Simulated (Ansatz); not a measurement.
# Ligand exchange: C2H5FMg + Sn(CH3)(NH2) → C2H7MgN + Sn(CH3)F

Gas-phase species: C2H5FMg `C[CH2][Mg][F]`, singlet; Sn(CH3)(NH2), singlet; C2H7MgN `C[CH2][Mg][NH2]`, singlet; Sn(CH3)F, singlet. The partners trade F for NH2: Mg–F and Sn–NH2 bonds give way to Mg–NH2 and Sn–F.

Shapes, held fixed at every level: PBE0-D4/def2-TZVP. Flexible molecules stand in one conformer, not always the lowest. Programs: Ansatz 0.2.0. The zero-point and thermal change to 298 K, harmonic and unscaled (PBE0-D4/def2-TZVP), is -3.2 kJ/mol.

```json
{"level": "HF/def2-TZVPP", "kind": "Hartree–Fock", "ΔH(298 K) (kJ/mol)": "+61.4", "less CCSD(T)/def2-TZVPP": "-9.4"}
{"level": "SPW92/def2-TZVPP", "kind": "LDA", "ΔH(298 K) (kJ/mol)": "+70.6", "less CCSD(T)/def2-TZVPP": "-0.2"}
{"level": "r2SCAN-D4/def2-TZVPP", "kind": "meta-GGA", "ΔH(298 K) (kJ/mol)": "+66.0", "less CCSD(T)/def2-TZVPP": "-4.8"}
{"level": "BHLYP-D4/def2-TZVPP", "kind": "global hybrid", "ΔH(298 K) (kJ/mol)": "+67.0", "less CCSD(T)/def2-TZVPP": "-3.8"}
{"level": "MP2/def2-TZVPP", "kind": "perturbation theory", "ΔH(298 K) (kJ/mol)": "+75.4", "less CCSD(T)/def2-TZVPP": "+4.6"}
{"level": "CCSD(T)/def2-SVP", "kind": "coupled cluster or CI", "ΔH(298 K) (kJ/mol)": "+84.7", "less CCSD(T)/def2-TZVPP": "+13.9"}
{"level": "CCSD/def2-TZVPP", "kind": "coupled cluster or CI", "ΔH(298 K) (kJ/mol)": "+69.2", "less CCSD(T)/def2-TZVPP": "-1.6"}
{"level": "CCSD(T)/def2-TZVPP", "kind": "coupled cluster or CI", "ΔH(298 K) (kJ/mol)": "+70.8", "less CCSD(T)/def2-TZVPP": "0.0"}
```

The highest level, CCSD(T)/def2-TZVPP, gives ΔH(298 K) = +70.8 kJ/mol; the levels span +61.4 to +84.7. The column of differences is taken from that level and isn't an error. No measured value is set beside it here. For atoms past krypton def2 sets carry core potentials with scalar relativity. Outer-core shells of Mg, Sn are correlated, in sets that cover them unevenly. Sets without diffuse functions underbind ionic bonds of s-block metals.
